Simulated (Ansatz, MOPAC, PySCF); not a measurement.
Complex: BiClH2 (SMILES [Cl][BiH2]) (first 4 atoms) with HF (SMILES F); geometry from B3LYP-D3(BJ)/def2-TZVP, rigid monomers moved along the line of their centres of mass till Cl1···H6 is 2.44 Å.
(charge 0, multiplicity 1):
```tsv
atom	x (Å)	y (Å)	z (Å)
Cl	1.8430	-0.7569	1.4460
Bi	0.2613	0.5801	0.0195
H	-0.5686	-0.8841	-0.6133
H	1.3825	0.5393	-1.3942
F	-0.8948	-0.7102	3.2407
H	-0.0041	-0.9319	3.0373
```

Counterpoise-corrected where a basis set is named; no monomer relaxation.

The state reached by AM1 isn't checked.

Run with Ansatz (a first-principles code); MOPAC for AM1 (differences of heats of formation); PySCF for the dispersion terms. Values without a source in brackets are computed. In def2 rows elements past Kr take small-core potentials, without spin–orbit coupling.

### Question
One of these levels gives -5.12 kcal/mol for the interaction energy. Name it.
A. AM1
B. B3LYP/def2-TZVPPD
C. PBE/def2-TZVPPD
D. PBE-D3(BJ)/def2-TZVPPD

### Answer
B, B3LYP/def2-TZVPPD. The others give -18.30 (AM1), -5.77 (PBE/def2-TZVPPD), -6.56 (PBE-D3(BJ)/def2-TZVPPD)
